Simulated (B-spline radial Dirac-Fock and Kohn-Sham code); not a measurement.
Xe⁺: non-radiative channels of the 2p1/2 vacancy

System: the Xe⁺ ion, 1s2 2s2 2p6 3s2 3p6 3d10 4s2 4p6 4d10 5s2 5p5.

The computed values come from a radial B-spline solver: independent-particle radiative and Coulomb Auger rates from relativistic LDA hole-state orbitals, with Dirac-Fock energies. Kinetic energies are configuration averages from the vacuum level; the two-hole energies are estimated from single-hole states.

```csv
transition,kinetic energy (eV),width (meV),share (%)
L2-L3N2,114.1,147,5.3
L2-L3N3,–,49.9,1.8
L2-L3N4,217.9,209,7.5
L2-L3N5,220.4,70.9,2.5
L2-M1M2,2899.1,74.0,2.6
L2-M2M2,3035.5,70.9,2.5
L2-M2M3,3102.6,229,8.2
L2-M2M4,3358.4,122,4.4
L2-M2M5,3365.7,214,7.7
L2-M3M4,3416.5,162,5.8
L2-M4M4,3667.3,139,5.0
L2-M4M5,3679.1,606,21.7
L2-M2N3,–,45.0,1.6
L2-M4N4,4317.3,38.3,1.4
L2-M4N5,4318.8,89.6,3.2
L2-M5N4,4329.3,70.5,2.5
```

A dash stands for an energy that rests on an unreliable hole state.

The listed channels hold 84 % of the non-radiative rate. Summed by principal shells, of 2.80 eV in all: LMM 60.5 %, LLN 18.3 %, LMN 17.9 %, LNN 1.3 %, LLO 0.9 %, LMO 0.9 %.
